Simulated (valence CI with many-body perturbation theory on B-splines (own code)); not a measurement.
The numbers below are computed, except where a source is named.
**Energy levels of Dy⁴⁴⁺**

Level of theory: configuration interaction combined with many-body perturbation theory (CI+MBPT): four valence electrons over a frozen Dirac-Fock core [Ar], radial functions for each j: 7 s, 7 p, 8 d, 6 f, 4 g, 1 h, with the one-electron correlation potential Σ1, the two-electron term Σ2, the three-electron term Σ3, Breit, model QED; selected CI, second order for the rest, scaled by the run's own slope (own B-spline code, finite nucleus).

No measured spectrum was set against this ion. As an estimate, large intervals hold to a few tenths of a per cent, small ones and those within an open d or f shell to about a per cent. The list stops below the first excitations out of the core. Only levels of the ground parity were solved; by the run's estimate the other parity begins above the list, which can be wrong where configurations are misplaced.

Levels 1 to 34 of 34, with energies above the lowest level, (3d3/2^4) J=0. "Leading %" is the weight of the configuration and term that name the level; weights of strongly mixed levels are sums over their largest components and can fall short. In the jj column 3d3/2^4 stands for four electrons in 3d with j = 3/2.

```csv
No.,Configuration,Term,J,E (eV),Leading %,g,Second component,Leading jj
1,3d4,3P,0,0.00,59,,29 % 3d4 5D,3d3/2^4 (98 %)
2,3d4,5D,1,34.46,61,1.492,39 % 3d4 3P,3d3/2^3 3d5/2 (98 %)
3,3d4,3F,4,45.06,29,1.078,23 % 3d4 3H,3d3/2^3 3d5/2 (98 %)
4,3d4,5D,2,46.26,44,1.245,15 % 3d4 3F,3d3/2^3 3d5/2 (88 %)
5,3d4,3F,3,49.58,29,1.153,25 % 3d4 5D,3d3/2^3 3d5/2 (91 %)
6,3d4,5D,0,76.61,65,,21 % 3d4 1S,3d3/2^2 3d5/2^2 (97 %)
7,3d4,5D,2,78.25,44,1.203,22 % 3d4 3F,3d3/2^2 3d5/2^2 (90 %)
8,3d4,3H,4,79.09,40,1.149,39 % 3d4 5D,3d3/2^2 3d5/2^2 (96 %)
9,3d4,5D,3,80.87,47,1.147,37 % 3d4 3G,3d3/2^2 3d5/2^2 (89 %)
10,3d4,3H,5,84.48,68,1.079,32 % 3d4 3G,3d3/2^2 3d5/2^2 (100 %)
11,3d4,1I,6,87.06,50,1.074,50 % 3d4 3H,3d3/2^2 3d5/2^2 (99 %)
12,3d4,3P,1,87.91,44,1.118,37 % 3d4 3D,3d3/2^2 3d5/2^2 (94 %)
13,3d4,3G,4,91.53,57,1.028,38 % 3d4 1G,3d3/2^2 3d5/2^2 (98 %)
14,3d4,3F,3,91.69,44,1.089,27 % 3d4 3D,3d3/2^2 3d5/2^2 (96 %)
15,3d4,3D,2,93.00,34,1.094,30 % 3d4 3F,3d3/2^2 3d5/2^2 (96 %)
16,3d4,3F,2,103.61,47,0.988,29 % 3d4 3P,3d3/2^2 3d5/2^2 (94 %)
17,3d4,3F,4,107.81,64,1.201,21 % 3d4 1G,3d3/2^2 3d5/2^2 (90 %)
18,3d4,3P,2,118.03,40,1.176,34 % 3d4 1D,3d3/2^2 3d5/2^2 (90 %)
19,3d4,5D,4,122.44,30,1.136,25 % 3d4 1G,3d3/2 3d5/2^3 (88 %)
20,3d4,3F,3,123.13,45,1.165,25 % 3d4 5D,3d3/2 3d5/2^3 (96 %)
21,3d4,3D,1,127.51,55,0.938,26 % 3d4 3P,3d3/2 3d5/2^3 (96 %)
22,3d4,3G,5,127.94,68,1.137,32 % 3d4 3H,3d3/2 3d5/2^3 (100 %)
23,3d4,3P,0,128.00,62,,38 % 3d4 1S,3d3/2^2 3d5/2^2 (58 %)
24,3d4,3H,6,128.75,50,1.075,50 % 3d4 1I,3d3/2 3d5/2^3 (99 %)
25,3d4,3F,2,135.33,49,1.056,39 % 3d4 3P,3d3/2 3d5/2^3 (91 %)
26,3d4,3D,3,137.06,36,1.088,35 % 3d4 1F,3d3/2 3d5/2^3 (97 %)
27,3d4,1S,0,146.12,77,,19 % 3d4 3P,3d3/2 3d5/2^3 (50 %)
28,3d4,3F,3,149.62,66,1.056,31 % 3d4 1F,3d3/2 3d5/2^3 (100 %)
29,3d4,3P,1,150.12,91,1.419,7 % 3d4 3D,3d3/2 3d5/2^3 (98 %)
30,3d4,1G,4,150.66,70,1.042,22 % 3d4 3F,3d3/2 3d5/2^3 (95 %)
31,3d4,1D,2,154.26,66,1.104,25 % 3d4 3P,3d3/2 3d5/2^3 (80 %)
32,3d4,3F,4,171.96,47,1.155,21 % 3d4 1G,3d5/2^4 (96 %)
33,3d4,1D,2,181.99,40,1.065,24 % 3d4 3D,3d5/2^4 (87 %)
34,3d4,1S,0,204.31,52,,47 % 3d4 3P,3d5/2^4 (86 %)
```

The ionisation energy to 3d3 4F_3/2 of the next ion comes out as 3608.2 eV (NIST: 3607 ± 4 eV (theoretical)). All 34 levels together are meant to be complete up to 205.53 eV.
